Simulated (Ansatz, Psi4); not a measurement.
Here is a job for Psi4.
```
memory 2 GB

molecule mol {
0 1
  N    -1.056416    0.213853    0.113341
  C     0.276176    0.307087   -0.056888
  O     1.031667   -0.626746   -0.079306
  H    -1.466593   -0.698964    0.232128
  H    -1.656729    1.017991    0.126490
  H     0.607847    1.355447   -0.176236
}

set basis def2-svp
set reference rhf
set freeze_core true
set mp2_type conv
set scf_type pk
set puream true
set d_convergence 1e-8

energy('ccsd(t)')
print_variables()
```

Q: Convert this to an input for Ansatz (a first-principles code).

A: Several could match; the one computed here: 
Ansatz 0.2 input:
```yaml
crystal:
  periodic: [false, false, false]
  atoms:
    - {symbol: N, position_ang: [-1.05641616, 0.21385327, 0.11334147]}
    - {symbol: C, position_ang: [0.27617595, 0.30708658, -0.05688787]}
    - {symbol: O, position_ang: [1.03166666, -0.62674585, -0.07930566]}
    - {symbol: H, position_ang: [-1.46659335, -0.69896438, 0.23212765]}
    - {symbol: H, position_ang: [-1.65672911, 1.01799139, 0.12649041]}
    - {symbol: H, position_ang: [0.60784657, 1.35544742, -0.17623582]}
basis:
  gaussian:
    orbitals: def2-SVP
magnetization: {spin_polarized: false}
correlation: {method: ccsd_t, electrons: outside_noble_gas}
accuracy: high
```

Both were run: Psi4 gave -169.321038 Eh and Ansatz -169.321038 Eh, 0.000 mEh apart.
